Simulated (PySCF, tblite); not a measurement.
Compound: C6H14P2.
Structure used (PBE0-D3(BJ)/def2-SVP), in Å, numbered top down from 1:
```
atom  x, y, z in Å
C1     3.3310    0.8902   -0.3908
P2     2.0574    0.1456   -1.5181
C3     1.3835   -1.2007   -0.4629
C4     0.5541   -1.0140    0.5764
P5    -0.0218    0.6525    1.0800
C6    -1.8140    0.5994    0.5153
C7    -2.6077   -0.6046    1.0026
C8    -1.8644    0.7430   -1.0019
H9     3.9648    1.5685   -0.9819
H10    3.9604    0.1388    0.1058
H11    2.8043    1.4850    0.3693
H12    2.9426   -0.6932   -2.2615
H13    1.6461   -2.2291   -0.7426
H14    0.1995   -1.8945    1.1263
H15   -0.2613    0.3419    2.4541
H16   -2.2379    1.5144    0.9683
H17   -3.6615   -0.5279    0.6861
H18   -2.2082   -1.5404    0.5807
H19   -2.5920   -0.6919    2.0998
H20   -1.3277    1.6390   -1.3474
H21   -2.9082    0.8109   -1.3492
H22   -1.4040   -0.1285   -1.4948
```

Jobs on this species (22 atoms, 80 electrons) with PySCF (density fitting) and tblite. Hardware of each: an Arm Neoverse V1 with one thread (shared host). Times come from a shared host and carry two figures at best.

Question: Rank these jobs by wall time, shortest first.
A. GFN2-xTB; Hessian by finite differences
B. delta-SCF UKS SCAN, pcX-2 on the ionised atom, pcseg-1 elsewhere, spin-free X2C; ΔSCF core ionisation, 9 holes; 232 basis functions
C. KT2/pcSseg-1; shieldings; 220 basis functions

Answer: A (1.1 s), C (64 s), B (4.0 min).

All jobs:

```json
{"level and settings": "GFN2-xTB", "work": "Hessian by finite differences", "basis functions": "–", "SCF cycles": "–", "wall time": "1.1 s"}
{"level and settings": "PBE0/pcSseg-1", "work": "shieldings, charges and field gradients", "basis functions": "220", "SCF cycles": "14", "wall time": "47 s"}
{"level and settings": "PBE0/pcSseg-1, IEF-PCM dimethylsulfoxide", "work": "shieldings", "basis functions": "220", "SCF cycles": "14", "wall time": "47 s"}
{"level and settings": "PBE0/pcSseg-1, IEF-PCM cyclohexane", "work": "shieldings, charges and field gradients", "basis functions": "220", "SCF cycles": "14", "wall time": "50 s"}
{"level and settings": "KT2/pcSseg-1", "work": "shieldings", "basis functions": "220", "SCF cycles": "16", "wall time": "64 s"}
{"level and settings": "delta-SCF UKS SCAN, pcX-2 on the ionised atom, pcseg-1 elsewhere, spin-free X2C", "work": "ΔSCF core ionisation, 9 holes", "basis functions": "232", "SCF cycles": "161", "wall time": "4.0 min"}
{"level and settings": "PBE0-D3(BJ)/def2-SVP, grid level 1", "work": "geometry optimisation from a GFN2-xTB start shaken at random", "basis functions": "190", "SCF cycles": "88", "wall time": "4.5 min"}
{"level and settings": "CAM-B3LYP/def2-SVPD", "work": "10 singlets by full TDDFT, 4 Tamm–Dancoff triplets, polarisability, ΔSCF ions", "basis functions": "280", "SCF cycles": "12", "wall time": "5.2 min"}
```

What do all jobs in the table cost together?

About 17 min; the longest takes about 30 % of that, and about 280 times as long as the shortest.
